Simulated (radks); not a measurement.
Problem. Re, configuration [Xe] 4f14 5d5 6s1.5 6p0.5 (fractional occupations, a model configuration). Method: scalar-relativistic Kohn-Sham, PBEsol, spin-polarised, spherical densities, finite nucleus; open shells are filled with parallel spins first (spin-orbit coupling, left out, can overturn this in heavy ions); Fermi nuclear charge, rms radius 5.3698 fm; computed with a radial shooting solver on a logarithmic mesh with Libxc functionals. Some entries of the table are withheld. Estimate them.

| orbital | occ. | eigenvalue (hartree) | <r^2> (bohr^2) |
|---|---|---|---|
| 1s up | 1 | -2631.637 | 0.0004483 |
| 1s down | 1 | -2631.637 | 0.0004483 |
| 2s up | 1 | -456.3311 | 0.006881 |
| 2s down | 1 | -456.3225 | 0.006880 |
| 2p up | 3 | -398.3940 | 0.005709 |
| 2p down | 3 | -398.3870 | 0.005709 |
| 3s up | 1 | -105.6500 | 0.04461 |
| 3s down | 1 | -105.6468 | 0.04460 |
| 3p up | 3 | -88.55866 | 0.04542 |
| 3p down | 3 | -88.55514 | 0.04542 |
| 3d up | 5 | -69.14314 | 0.03765 |
| 3d down | 5 | -69.13710 | 0.03765 |
| 4s up | 1 | -22.04570 | 0.2193 |
| 4s down | 1 | -22.03755 | 0.2193 |
| 4p up | 3 | -16.43665 | 0.2499 |
| 4p down | 3 | -16.42882 | 0.2498 |
| 4d up | 5 | -9.39213 | 0.2899 |
| 4d down | 5 | -9.38274 | 0.2895 |
| 5s up | 1 | -3.17947 | 1.213 |
| 5s down | 1 | -3.10447 | 1.194 |
| 5p up | 3 | -1.78591 | 1.669 |
| 5p down | 3 | -1.68738 | 1.635 |
| 4f up | 7 | -1.57508 | 0.4234 |
| 4f down | 7 | -1.55722 | 0.4152 |
| 6s up | 1 | -0.26796 | 9.926 |
| 5d up | 5 | (1) | 4.286 |
| 6s down | 0.5 | -0.17609 | 11.88 |
| 5d down | 0 | (2) | 4.840 |
| 6p up | 0.5 | -0.07697 | 21.99 |

Solution. 
(1) 5d up eigenvalue (hartree): -0.26419
(2) 5d down eigenvalue (hartree): -0.14208
